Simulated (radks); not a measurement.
Polarisability of the neon ion Ne2+, [He] 2s2 2p4, at imaginary frequency. All-electron calculation, non-relativistic Kohn-Sham, LDA (Slater exchange, Perdew-Wang correlation), spin-polarised, spherical densities, point nucleus; open shells are filled with parallel spins first. Program: a radial shooting solver on a logarithmic mesh with Libxc functionals. Response by self-consistent Sternheimer equations with the Hartree and adiabatic LDA kernel.

w (hartree),alpha1(iw) (bohr^3)
0.00266,0.8746
0.0143,0.8745
0.0360,0.8740
0.0697,0.8726
0.118,0.8690
0.186,0.8611
0.280,0.8451
0.413,0.8150
0.605,0.7626
0.892,0.6792
1.35,0.5589
2.12,0.4028
3.59,0.2317
6.94,0.09163
17.5,0.01890

Static values: alpha1 = 0.8746 bohr^3 (0.1296 angstrom^3; uncoupled 1.089). C6 = 1.111, triple-dipole C9 = 0.6805 atomic units. One-pole (London) frequency 4 C6 / (3 alpha1^2) = 1.936 hartree, against 1.918 for minus the highest occupied eigenvalue. The dipole shielding factor is 0.800, as the force sum rule N/Z = 0.800 demands.
